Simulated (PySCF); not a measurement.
## Structure from NMR data

The spectra below were simulated for a compound C6H7NO2S.

¹H NMR (500 MHz, computed): δ 8.38 (d, 1H), 7.93 (d, 1H), 7.66 (m, 1H), 7.00 (m, 1H), 3.02 (s, 3H).

¹³C{¹H} NMR (computed): δ 154.3, 141.5, 130.5, 119.5, 114.2, 39.9.

[PySCF 2.14: KT3/pcSseg-1 with gauge-including orbitals; coordinates at the PBE0-D3(BJ)/def2-SVP level; single conformer; in vacuum; one averaged value for each set of equivalent atoms; non-relativistic]

Scale: TMS for ¹H and ¹³C (reference shieldings calculated alike).

Task: What is the structure?

Result: 
Rings plus π bonds: 4. 6 carbon signals for 6 carbons: no two carbons are equivalent. Carbon types of the structure: 1 × C, 4 × CH, 1 × CH3, which accounts for all hydrogens. δC 154.3: aromatic carbon bearing sulfur. δC 141.5: aromatic CH next to a ring nitrogen; the adjacent pyridine-type nitrogen withdraws density from it. δC 130.5, 119.5, 114.2: aromatic CH. δC 39.9: methyl carbon bonded to S. δH 8.38: hydrogen on an aromatic CH next to a ring nitrogen; ring current plus the neighbouring ring nitrogen. δH 7.93, 7.66, 7.00: hydrogen on an aromatic CH; the ring current deshields protons in the ring plane. δH 3.02: hydrogen on a methyl carbon bonded to S.

These data were computed for SMILES c1ccc(S(C)(=O)=O)nc1.

The shifts were computed for this structure.

Shifts are as computed, not scaled to solution data. Of 1211 compounds with measured shifts, 218 miss one by over three times the rms of a fit or turn the order of signals round; such compounds aren't used in these exercises. Multiplicities follow the n + 1 count of equivalent neighbours, as no J values were calculated; m marks all less simple cases, F and P coupling included.
